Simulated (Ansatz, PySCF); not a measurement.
The Ansatz (a program for electronic structure) input:
Ansatz 0.2 input:
```yaml
crystal:
  periodic: [false, false, false]
  atoms:
    - {symbol: Ga, position_ang: [-0.02078167, -0.04139309, 0.01871991]}
    - {symbol: C, position_ang: [-0.32965711, 1.59034736, -1.18372534]}
    - {symbol: H, position_ang: [-1.18371196, 2.14260301, -0.78054048]}
    - {symbol: H, position_ang: [-0.53325475, 1.22375778, -2.19427313]}
    - {symbol: H, position_ang: [0.58532729, 2.19041600, -1.15293618]}
    - {symbol: N, position_ang: [0.45638313, -1.42157676, 1.12474740]}
    - {symbol: H, position_ang: [0.54897475, -2.36245116, 0.73536416]}
    - {symbol: H, position_ang: [0.01015732, -1.50218645, 2.04118885]}
basis:
  gaussian:
    orbitals: cc-pVDZ
hamiltonian:
  xc: {name: wB97X}
total_charge: 1
accuracy: high
```

Problem. Convert this to an input for PySCF.

Solution. This is not unique; one that fits is 
```python
from pyscf import gto, scf, dft

mol = gto.Mole()
mol.atom = '''
    Ga   -0.020782   -0.041393    0.018720
    C    -0.329657    1.590347   -1.183725
    H    -1.183712    2.142603   -0.780540
    H    -0.533255    1.223758   -2.194273
    H     0.585327    2.190416   -1.152936
    N     0.456383   -1.421577    1.124747
    H     0.548975   -2.362451    0.735364
    H     0.010157   -1.502186    2.041189
'''
mol.basis = 'cc-pvdz'
mol.charge = 1
mol.spin = 0
mol.verbose = 3
mol.build()

mf = dft.RKS(mol)
mf.xc = 'wb97x'
mf.grids.atom_grid = (99, 590)
mf.grids.prune = None
mf.kernel()
```

Both were run: Ansatz gave -2020.452341 Eh and PySCF -2020.452341 Eh, 0.000 mEh apart.
